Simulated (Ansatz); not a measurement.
Basis sets compared for YSi₆ (the lowest doublet isomer of a short search). The state is a doublet with charge 0. Geometry PBE-D4/def2-SVP. Ansatz on 4 threads of Intel Xeon Platinum 8259CL on a shared host; times are rough, and most runs start from earlier orbitals.

```xyz
7

Y    -2.0022   -0.4304   -0.9049
Si    1.0636   -0.3337    0.8621
Si   -0.5346    1.5286    0.3353
Si   -1.1322   -0.6468    1.6990
Si    1.8850    1.7091   -0.0325
Si    0.5783    0.2659   -1.5263
Si    0.1421   -2.0927   -0.4327
```

In the def2 sets Y takes a core potential; there is no spin–orbit coupling. Another isomer (doublet) lies 0.07 eV lower at r2SCAN-D4/def2-TZVP.

```json
{"level": "PBE-D4/def2-SVP", "functions": "139", "energy (Eh)": "-1773.8785", "HOMO (eV)": "-4.41", "LUMO (eV)": "-4.04", "wall time": "6 s"}
{"level": "PBE-D4/def2-TZVP", "functions": "262", "energy (Eh)": "-1774.4907", "HOMO (eV)": "-4.32", "LUMO (eV)": "-3.92", "wall time": "13 s"}
{"level": "r2SCAN-D4/def2-TZVP (with forces)", "functions": "262", "energy (Eh)": "-1775.1793", "HOMO (eV)": "-4.39", "LUMO (eV)": "-3.82", "wall time": "35 s"}
{"level": "PBE0-D4/def2-SVP", "functions": "139", "energy (Eh)": "-1773.9945", "HOMO (eV)": "-5.06", "LUMO (eV)": "-3.40", "wall time": "8.5 s"}
{"level": "PBE0-D4/def2-TZVP", "functions": "262", "energy (Eh)": "-1774.6027", "HOMO (eV)": "-4.95", "LUMO (eV)": "-3.25", "wall time": "37 s"}
```

Problem. Estimate the rows for PBE-D4/def2-TZVPD, r2SCAN-D4/def2-TZVPD, PBE0-D4/def2-TZVPD.

Solution. 
```csv
level,functions,energy (Eh),HOMO (eV),LUMO (eV),wall time
PBE-D4/def2-TZVPD,298,-1774.4916,-4.33,-3.93,13 s
r2SCAN-D4/def2-TZVPD,298,-1775.1802,-4.39,-3.81,34 s
PBE0-D4/def2-TZVPD,298,-1774.6036,-4.95,-3.25,35 s
```
